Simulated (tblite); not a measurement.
Problem. Write Cartesian coordinates for InChI=1S/C7H8ClOPS/c1-9-6-3-5(8)4-7(10-6)11-2/h3-4H,1-2H3 as optimised with GFN2-xTB.

Solution. 
```xyz
19
C7H8ClOPS angstrom
C     -2.8262   -1.2984   -0.3513
O     -2.6070    0.0836   -0.2302
C     -1.3229    0.5050   -0.1380
C     -1.1654    1.8802   -0.0330
C      0.0708    2.4915    0.0732
Cl     0.1123    4.2140    0.2036
C      1.2738    1.8096    0.0827
C      1.3502    0.4290   -0.0129
S      2.9839   -0.2301    0.0158
C      2.7019   -2.0164   -0.0925
P     -0.0119   -0.6639   -0.1565
H     -2.4431   -1.8382    0.5226
H     -3.9044   -1.4308   -0.4229
H     -2.3424   -1.6972   -1.2507
H     -2.0632    2.4799   -0.0351
H      2.1963    2.3658    0.1685
H      2.1981   -2.2516   -1.0267
H      2.1057   -2.3434    0.7557
H      3.6835   -2.4793   -0.0646
```

Any rigid rotation of these coordinates is as good. Atoms count from 1 in this order. The C–O distances run from 1.355 Å (O2–C3, drawn single) to 1.405 Å (C1–O2, drawn single), a spread of 0.050 Å. The 2 C–S bonds span 1.762 Å (C8–S9, drawn single) to 1.812 Å (S9–C10, drawn single), a spread of 0.050 Å. The 6-membered ring C3–C4–C5–C7–C8–P11 has internal angles of 99.5° to 125.7° (sum 720°, against 720° for a flat polygon); it is planar, 0.00 Å rms from its mean plane, widest ring torsion 0°. S9 (sulfide sulfur) is bent (angle 102.9°).

Bonds between heavy atoms (Å): C1–O2 1.405, O2–C3 1.355, C3–C4 1.388, C4–C5 1.383, C5–Cl6 1.728, C5–C7 1.383, C7–C8 1.386, C8–S9 1.762, S9–C10 1.812, C8–P11 1.752, C3–P11 1.757.

Computed geometry: GFN2-xTB, gas phase.

Point group: Cs (tolerance 0.08 Å). Its GFN2-xTB frequencies are all real (lowest 52 cm⁻¹). One conformer, not necessarily the lowest (C1–O2–C3–C4 179°, C7–C8–S9–C10 179°). 3 starts were optimised and ended at 0.00, 1.84 and 3.85 kcal/mol (GFN2-xTB); the lowest of these is shown.

Time: 1.1 s. Hardware: one thread, Arm Neoverse V1 (aarch64), no GPU (shared host). This is the geometry optimisation.
